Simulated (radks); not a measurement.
Problem. These are the eigenvalues of the occupied orbitals of an atom or ion with whole-number occupations (eV). All-electron calculation, scalar-relativistic Kohn-Sham, LDA (Slater exchange, Perdew-Wang correlation), spin-polarised, spherical densities, finite nucleus; Fermi nuclear charge, rms radius of each element as measured or else 0.836 A^(1/3) + 0.57 fm. Program: a radial shooting solver on a logarithmic mesh with Libxc functionals.

| orbital | eigenvalue |
|---|---|
| 1s | -447.5545 |
| 2s | -67.7942 |

Which element is it, and in what charge state? The configuration may be excited. Open shells, if any, are filled with parallel spins first.

Solution. Z = 7, nitrogen, charge +3: N3+ in [He] 2s2. The 1s level, -16.447 hartree, gives Z - s = 5.7 by -(Z - s)^2/2, which with screening and relativity narrows Z to a few neighbours, and with so few levels the electron count can be read from the list.
